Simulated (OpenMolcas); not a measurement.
Pt2+ with 4 ligands (oxide) in square-planar coordination (D4h) at 2.05 Å. A charge of +1.5 e stands 3.2 Å behind each ligand. Ligand basis ANO-RCC-VDZP.

```
Program             : OpenMolcas
Method              : CASSCF
Basis               : ANO-RCC-VTZP [8s7p5d3f1g]
Scalar Hamiltonian  : DKH2, point nucleus
Active space        : 8 electrons in 5 orbitals (5d)
State averaging     : 2S+1 = 3 even, 10 roots; 2S+1 = 1 even, 15 roots
Spin-orbit coupling : state interaction with AMFI integrals over the reference wave functions
```

**Question.** What is the spin-free ground state (labels of D4, the rotations of D4h)?

**Answer.** 1A1, 1-fold in its orbital part; d8 allows 2S+1 = 3, so this is a state of lower spin.

**Question.** Where is the first state of the same spin?

**Answer.** 1A2 at 20200 cm-1 above the ground state.

**Question.** What are the lowest two levels with spin-orbit coupling?

**Answer.** A 1-fold level A1, then a 1-fold level A1 12443 cm-1 above it. Their leading multiplicities are 1 (87 %) and 3 (98 %).

**Question.** What is χT at 300 K?

**Answer.** 0.02 cm3 K/mol.

Without dynamic correlation the repulsion within the d shell is too large (B by tens of per cent), so at a given field states of lower spin stand too high. The least metal-like active orbital is 72 % on the metal (Löwdin) and no ligand orbital is active, so the numbers are rough. The oxide ions are held by bare point charges, a crude embedding. With metal d orbitals alone the field can be off either way by tens of per cent. Ligand-to-metal charge-transfer states are missing. With no ligand orbital active B as a rule stays too high, so bands that hang on it stand too high and its fall with covalency is understated. The distance lies 4 % over the 1.98 Å that this model takes as the normal distance (a Shannon-type radius plus a fixed donor radius); by an R⁻⁵ law this alone changes a d-shell field by about -16 %. No measured value stands beside these numbers; the geometry was imposed, not optimised, and the real ion may take another.
